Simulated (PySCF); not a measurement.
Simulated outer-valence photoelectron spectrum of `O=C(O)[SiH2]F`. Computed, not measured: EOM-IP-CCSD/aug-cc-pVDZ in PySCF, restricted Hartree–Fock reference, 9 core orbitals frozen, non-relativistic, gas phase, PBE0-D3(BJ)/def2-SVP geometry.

Each root has a Gaussian of 0.6 eV full width with its one-hole share as area; cross sections and vibrations are left out, and the highest printed point is 100.

| ionisation energy (eV) | intensity |
| --- | --- |
| 9.8 | 0 |
| 10.0 | 2 |
| 10.2 | 11 |
| 10.4 | 32 |
| 10.6 | 48 |
| 10.8 | 40 |
| 11.0 | 17 |
| 11.2 | 4 |
| 11.4 | 1 |
| 11.6 | 2 |
| 11.8 | 10 |
| 12.0 | 30 |
| 12.2 | 48 |
| 12.4 | 42 |
| 12.6 | 27 |
| 12.8 | 31 |
| 13.0 | 51 |
| 13.2 | 63 |
| 13.4 | 63 |
| 13.6 | 55 |
| 13.8 | 32 |
| 14.0 | 11 |
| 14.2 | 2 |
| 14.4 | 0 |
| 14.6 | 2 |
| 14.8 | 11 |
| 15.0 | 32 |
| 15.2 | 52 |
| 15.4 | 58 |
| 15.6 | 66 |
| 15.8 | 84 |
| 16.0 | 100 |
| 16.2 | 97 |
| 16.4 | 69 |
| 16.6 | 32 |
| 16.8 | 9 |
| 17.0 | 1 |
| 17.2 | 0 |

Task: Where are the maxima, and how many lines lie under the curve?

Result: 4 maxima, at 10.6, 12.3, 13.3 and 16.1 eV, from 8 lines. At this width some lines have no maximum of their own.

Task: List the lines with their holes.

Result: 
```json
{"E (eV)": "10.63", "leading hole (HF orbital)": "HOMO", "area": "0.95", "Koopmans (eV)": "12.15"}
{"E (eV)": "12.25", "leading hole (HF orbital)": "HOMO-1", "area": "0.94", "Koopmans (eV)": "13.38"}
{"E (eV)": "13.09", "leading hole (HF orbital)": "HOMO-2", "area": "0.95", "Koopmans (eV)": "14.05"}
{"E (eV)": "13.56", "leading hole (HF orbital)": "HOMO-3", "area": "0.95", "Koopmans (eV)": "15.17"}
{"E (eV)": "15.24", "leading hole (HF orbital)": "HOMO-4", "area": "0.94", "Koopmans (eV)": "17.04"}
{"E (eV)": "15.76", "leading hole (HF orbital)": "HOMO-5", "area": "0.93", "Koopmans (eV)": "17.59"}
{"E (eV)": "16.08", "leading hole (HF orbital)": "HOMO-6", "area": "0.94", "Koopmans (eV)": "18.29"}
{"E (eV)": "16.32", "leading hole (HF orbital)": "HOMO-7", "area": "0.93", "Koopmans (eV)": "18.46"}
```

The widest gap, 1.68 eV, lies between 13.56 and 15.24 eV. Only orbitals with −ε under 21 eV, eight at most, were ionised, so the high end of the curve may lack lines.

The values belong to the conformer `[O:1]=[C:2]([OH:3])[SiH2:4][F:5]`: O1–C2–Si4–F5 180°, H–O3–C2–O1 0°.
